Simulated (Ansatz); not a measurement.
Total energies of RbF₂⁻ (the lowest singlet isomer of a short search) from Ansatz at PBE0-D4/def2-TZVPD, gas phase (1 Eh = 27.2114 eV = 2625.5 kJ/mol). The reference geometry is relaxed at r2SCAN-D4/def2-TZVPD.

Cartesian coordinates in Å:
```
Rb 0.000 0.001 0.001
F -2.344 0.713 -0.726
F 2.345 -0.713 0.725
```

| state | geometry | energy (Eh) |
| --- | --- | --- |
| charge -1 singlet | reference | -223.79995 |
| charge 0 doublet | reference | -223.64165 |
| charge -1 triplet | relaxed at r2SCAN-D4/def2-TZVPD | -223.64388 |
| charge -1 quintet | relaxed at r2SCAN-D4/def2-TZVPD | -223.43421 |

In the def2 sets Rb takes a core potential; there is no spin–orbit coupling.

Work out the vertical ionisation energy to the doublet.

E(charge 0 doublet) − E(charge -1 singlet) = -223.64165 − (-223.79995) = 0.15830 Eh = 4.31 eV. For comparison, −ε of the highest occupied level is 2.23 eV at this level, 2.08 eV less.

Which of the charge -1 states is lowest, and how far above it are the others?

The singlet. triplet: -223.64388 − (-223.79995) = 0.15607 Eh = 409.8 kJ/mol; quintet: -223.43421 − (-223.79995) = 0.36574 Eh = 960.3 kJ/mol. The quintet differs in its bonds from the reference.

At PBE0-D4/def2-TZVPD the highest occupied level of the charge -1 triplet lies above zero (up to 0.84 eV). The electron is either unbound and held by the finite basis, or the level is raised by self-interaction error. At PBE0-D4/def2-TZVPD the highest occupied level of the charge -1 quintet lies above zero (up to 0.88 eV).

The structure comes from a short search, and lower isomers may exist.
